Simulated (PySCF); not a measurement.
Species: CBrCl3.
SMILES: `ClC(Cl)(Cl)Br`

Method used: PBE0-D3(BJ)/def2-SVP geometry optimisation, gas phase in PySCF 2.14.0.

Masses are those of the commonest isotopes; rigid-rotor values at the optimised geometry. 

Problem. What are A, B and C (GHz)?

Solution. Ia = 291.76, Ib = 436.75, Ic = 436.83 u·Å²; 505379 MHz·u·Å²/I gives 1732, 1157 and 1157 MHz, that is A = 1.7322, B = 1.1571, C = 1.1569 GHz.

Problem. Classify the top.

Solution. A prolate symmetric top, as the point group C3v requires two equal moments: κ = (2 × 1157 − 1732 − 1157)/(1732 − 1157) = -1.00.

The dipole components are |μa| = 0.06 D, |μb| = 0.00 D, |μc| = 0.00 D.

Problem. Estimate the classical rotational partition function at 10 K, 50 K and 500 K.

Solution. Point group C3v, symmetry number σ = 3; q = (√π/σ)·√((kT/h)³/(ABC)), k/h = 20836.6 MHz/K: 1170 at 10 K, 13000 at 50 K, 413000 at 500 K.

No frequency check. Zero-point vibration and centrifugal distortion are left out.
